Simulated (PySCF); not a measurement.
**BiF⁺: frontier orbitals**

TPSSh at R = 1.993 Å; Bi cc-pVDZ-PP with ECP60, F cc-pVDZ; scalar-relativistic core potentials (PySCF 2.14). State: ²Π (doublet), unpaired electrons π ↑. Only the outer orbitals are listed, counted within each symmetry, core potentials removing the inner ones.

```csv
spin,orbital,occ.,ε (eV),on Bi (%),main shells (%)
α,6σ,1,-23.38,90,89 Bi s
α,7σ,1,-16.74,27,"72 F p, 19 Bi p"
α,3π,1,-16.38,11,"89 F p, 10 Bi p"
α,3π,1,-16.25,10,"90 F p, 9 Bi p"
α,4π,1,-12.22,91,"90 Bi p, 9 F p"
α,4π,0,-11.27,91,"91 Bi p, 8 F p"
α,8σ,0,-8.39,87,"80 Bi p, 14 F p"
α,9σ,0,-0.60,100,97 Bi s
β,5σ,1,-35.28,52,"50 Bi d, 48 F s"
β,6σ,1,-22.64,88,"87 Bi s, 9 F p"
β,7σ,1,-16.62,28,"71 F p, 18 Bi p, 9 Bi s"
β,3π,1,-16.26,9,91 F p
β,3π,1,-15.96,8,92 F p
β,4π,0,-10.87,93,92 Bi p
β,4π,0,-10.06,94,94 Bi p
β,8σ,0,-8.04,88,"81 Bi p, 13 F p"
```

Which are the highest filled and the lowest empty level, where do they sit, and how wide is the gap?

Highest filled α 4π at -12.22 eV (in %: 90 Bi p, 9 F p); lowest empty α 4π at -11.27 eV (in %: 91 Bi p, 8 F p); the gap at TPSSh is 0.95 eV. Both belong to one degenerate shell, split only by its one-sided filling, so this is no excitation gap.

* bond order (Mayer): 1.15
* ⟨S²⟩: 0.752
* charge on Bi (Mulliken, basis-dependent): 1.31
* charge on Bi (Löwdin, basis-dependent): 1.31
* dipole moment (positive dipole points towards F; it is taken about the centre of mass and depends on that origin): -3.03 D

These are scalar-relativistic numbers at best; spin–orbit coupling would shift them, the dissociation energy most. The state is the lowest determinant that a PBE0 search found; another state may lie lower at other levels.
